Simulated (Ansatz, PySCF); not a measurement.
B(GeH3)(OH)2 (BGeH5O2), SMILES O[B](O)[GeH3]. Atoms are numbered in the order given.

```xyz
9

B     -0.9973     0.1091     0.3567
Ge     0.9572    -0.1076    -0.3429
H      1.1537    -1.4594    -1.0560
H      1.3254     0.9918    -1.3587
H      1.9831    -0.0524     0.8065
O     -1.3594    -0.2753     1.6112
H     -0.6301    -0.6216     2.1333
O     -1.9880     0.6267    -0.4201
H     -1.6910     0.8999    -1.2926
```

Coordinates come from a ωB97X-D3(BJ)/def2-SVP optimisation. This is a generated structure with no PubChem entry under its InChIKey; it may be hypothetical. Other conformers were not sampled.

Two levels are set side by side: PBE-D3(BJ)/def2-SVP (Ansatz, a first-principles code) and ωB97X-D3(BJ)/def2-SVP (PySCF). Each level has its own optimised geometry; the coordinates shown are those of the second. Differences are taken from unrounded values.

```json
[
 {"quantity": "mean bond length (Å)", "ωB97X-D3(BJ)": "1.420"},
 {"quantity": "bond B1–Ge2 (Å)", "ωB97X-D3(BJ)": "2.087"},
 {"quantity": "bond B1–O6 (Å)", "ωB97X-D3(BJ)": "1.361"},
 {"quantity": "bond B1–O8 (Å)", "ωB97X-D3(BJ)": "1.361"},
 {"quantity": "bond Ge2–H3 (Å)", "ωB97X-D3(BJ)": "1.541"},
 {"quantity": "bond Ge2–H4 (Å)", "ωB97X-D3(BJ)": "1.542"},
 {"quantity": "bond Ge2–H5 (Å)", "ωB97X-D3(BJ)": "1.542"},
 {"quantity": "bond O6–H7 (Å)", "ωB97X-D3(BJ)": "0.961"},
 {"quantity": "bond O8–H9 (Å)", "ωB97X-D3(BJ)": "0.961"}
]
```

Q: What does PBE-D3(BJ) give, and how far is it from ωB97X-D3(BJ)? (The exact figures need the calculation; the answer reports its results.)

A: 
```json
[
 {"quantity": "mean bond length (Å)", "PBE-D3(BJ)": "1.431", "PBE-D3(BJ) minus ωB97X-D3(BJ)": "0.011"},
 {"quantity": "bond B1–Ge2 (Å)", "PBE-D3(BJ)": "2.099", "PBE-D3(BJ) minus ωB97X-D3(BJ)": "0.012"},
 {"quantity": "bond B1–O6 (Å)", "PBE-D3(BJ)": "1.367", "PBE-D3(BJ) minus ωB97X-D3(BJ)": "0.006"},
 {"quantity": "bond B1–O8 (Å)", "PBE-D3(BJ)": "1.367", "PBE-D3(BJ) minus ωB97X-D3(BJ)": "0.006"},
 {"quantity": "bond Ge2–H3 (Å)", "PBE-D3(BJ)": "1.556", "PBE-D3(BJ) minus ωB97X-D3(BJ)": "0.015"},
 {"quantity": "bond Ge2–H4 (Å)", "PBE-D3(BJ)": "1.556", "PBE-D3(BJ) minus ωB97X-D3(BJ)": "0.015"},
 {"quantity": "bond Ge2–H5 (Å)", "PBE-D3(BJ)": "1.556", "PBE-D3(BJ) minus ωB97X-D3(BJ)": "0.015"},
 {"quantity": "bond O6–H7 (Å)", "PBE-D3(BJ)": "0.971", "PBE-D3(BJ) minus ωB97X-D3(BJ)": "0.010"},
 {"quantity": "bond O8–H9 (Å)", "PBE-D3(BJ)": "0.971", "PBE-D3(BJ) minus ωB97X-D3(BJ)": "0.010"}
]
```

Exact exchange shortens and stiffens bonds; PBE has none. Differences between two approximate levels are no errors against the true value.
